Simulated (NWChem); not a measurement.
Molecule: CH7NSi2; SMILES C1N[SiH2][SiH2]1

```xyz
11

C      1.2686     0.7172     0.0000
N      1.1091    -0.7355     0.0000
Si    -0.5798    -1.1676     0.0000
Si    -0.6083     1.1676     0.0000
H      1.7982     1.1047     0.8914
H      1.7982     1.1047    -0.8914
H      1.9403    -1.3164     0.0000
H     -1.0649    -1.9300    -1.1987
H     -1.0649    -1.9300     1.1987
H     -1.0743     1.9060    -1.2140
H     -1.0743     1.9060     1.2140
```
Atoms are numbered in this order, from 1.

All runs: NWChem. Pople sets run with spherical d functions. All runs use the structure optimised with PBE0/def2-SVP.

Problem. Taking Hartree-Fock/6-311++G** as the yardstick, which of these has the fewest basis functions while keeping “dipole (D)” within 0.05 D of it: Hartree-Fock/6-311G**; Hartree-Fock/6-31+G*; Hartree-Fock/STO-3G; Hartree-Fock/6-31G*; Hartree-Fock/3-21G?

Solution. none of them.
```
level                    basis functions  dipole (D)
-----------------------  ---------------  ----------
Hartree-Fock/STO-3G                   35        0.80
Hartree-Fock/3-21G                    58        0.63
Hartree-Fock/6-31G*                   78        0.67
Hartree-Fock/6-31+G*                  94        0.62
Hartree-Fock/6-311G**                130        0.62
Hartree-Fock/6-311++G**              153        0.55
```

The yardstick is one finite set, not the basis-set limit.
